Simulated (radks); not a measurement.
Valence configurations of Re II (all share [Xe]). Method: scalar-relativistic Kohn-Sham, PBE, spin-unpolarised, spherical densities, point nucleus; computed with a radial shooting solver on a logarithmic mesh with Libxc functionals. Energies are relative to 4f14 5d5 6s1; eigenvalues in eV.

valence               E (eV)    e(4f)    e(5d)   e(6p)    e(6s)
4f14 5d5.5 6s0.5      -0.026  -48.696  -12.049       -  -12.207
4f14 5d5 6s1           0.000  -50.069  -12.942       -  -12.683
4f14 5d6               0.149  -47.401  -11.203       -        -
4f14 5d5 6p1           5.807  -51.607  -14.285  -7.732        -
4f14 5d4 6s1 6p1       6.919  -54.590  -16.194  -8.306  -14.610
4f13.5 5d5 6s1 6p0.5  23.157  -57.158  -15.251  -7.706  -13.811
4f13 5d7              40.578  -56.893  -12.277       -        -
4f13 5d6 6s1          41.376  -59.783  -14.205       -  -12.938
4f13 5d5 6s1 6p1      49.565  -64.519  -17.671  -8.427  -14.940
4f12 5d7 6s1          91.431  -69.930  -15.451       -  -13.148

NIST lists [Xe] 4f14 5d5 6s1 as the ground configuration; this level of theory puts 4f14 5d5.5 6s0.5 lower, by 0.026 eV. The energies are those of spherical spin-averaged densities, not of single terms.
